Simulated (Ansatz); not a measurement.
C2H7NOSi, SMILES `CN1[SiH2]C1O`, relaxed with RKS PBE0-D4/def2-TZVP in Ansatz 0.2.0 from a PBE-D4/def2-SVP geometry. The force threshold is 0.005 eV/Å; the program also tests the step.

Charge 0, multiplicity 1.

Start:

```xyz
12

C     0.624    1.479    0.356
N     0.173    0.105    0.312
Si   -1.250   -0.883    0.569
C    -0.037   -0.660   -0.891
O     0.989   -1.493   -1.341
H     0.595    1.853    1.400
H     0.003    2.164   -0.270
H     1.674    1.556    0.000
H    -2.611   -0.237    0.530
H    -1.143   -1.911    1.659
H    -0.433   -0.116   -1.780
H     1.416   -1.857   -0.541
```

(1) How much energy does the relaxation release, and in how many steps? (Best estimate.)

(2) Which bonds change most? (Best estimate.)

(3) Give the relaxed structure. (An estimate is asked.)

## Answers

(1) The calculation gave: 7.17 kJ/mol, in 10 steps, 2 of them rejected.

(2) The calculation gave: Si3–C4 from 1.911 to 1.863 Å; N2–Si3 from 1.751 to 1.709 Å; C4–H11 from 1.115 to 1.094 Å; Si3–H9 from 1.507 to 1.487 Å.

(3) Computed: 
```xyz
12

C     0.625    1.480    0.350
N     0.156    0.121    0.325
Si   -1.221   -0.861    0.568
C    -0.060   -0.651   -0.872
O     0.979   -1.468   -1.315
H     0.573    1.869    1.369
H     0.031    2.139   -0.298
H     1.667    1.532    0.022
H    -2.584   -0.266    0.534
H    -1.113   -1.919    1.601
H    -0.428   -0.099   -1.743
H     1.376   -1.877   -0.540
```
